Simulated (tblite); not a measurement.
Cl2Cu (SMILES [Cl][Cu][Cl]), doublet, geometry from GFN2-xTB (such geometries of metal compounds can be far from the true shape); GFN1-xTB (tblite).

Input for tblite:
```
$ tblite run mol.xyz --method gfn1 --charge 0 --spin 1 --grad --json tblite.json --no-restart

# file mol.xyz
3

Cu     0.00000000     0.00000000     0.00000000
Cl    -0.00000000    -0.00000000    -2.03485924
Cl     0.00000000     0.00000000     2.03485924
```

Question: What does tblite print? Leave out banner, timings and long lists.

Answer: 
```
xTB calculator
 | screened Coulomb repulsion
 | Coulomb electrostatics
 |  * isotropic Klopman-Ohno-Mataga-Nishimoto electrostatics
 |  * onsite third-order electrostatics
 | DFT-D3(BJ) dispersion correction

halogen bonding energy    0.0000000000000E+00 Eh
repulsion energy          1.4434233504974E-02 Eh
dispersion energy        -9.3406441778392E-04 Eh
number of electrons       2.5000000000000E+01 e
integral cutoff           3.2615407794351E+01 bohr

------------------------------------------------------------
  cycle        total energy    energy error   density error
------------------------------------------------------------
      1     -13.02385455570  -1.3037355E+01   6.3909631E-01
      2     -13.03747158801  -1.3617032E-02   3.5289871E-01
      3     -13.03755374948  -8.2161464E-05   9.8578674E-02
      4     -13.03812662694  -5.7287746E-04   9.2739313E-02
      5     -13.03980122544  -1.6745985E-03   8.9388049E-03
      6     -13.03979345880   7.7666374E-06   9.6416033E-03
      7     -13.03981220641  -1.8747608E-05   7.0028004E-04
      8     -13.03981230159  -9.5182411E-08   1.0586016E-04
      9     -13.03981230353  -1.9438762E-09   2.5960588E-05
     10     -13.03981230365  -1.2034640E-10   3.1990312E-07
------------------------------------------------------------

electronic energy        -1.3053312472740E+01 Eh
total energy             -1.3039812303653E+01 Eh

Post processing:
 | Mayer-Wiberg bond orders

[Info] Tight-binding results written to 'tblite.txt'
[Info] JSON dump of results written to 'tblite.json'
```
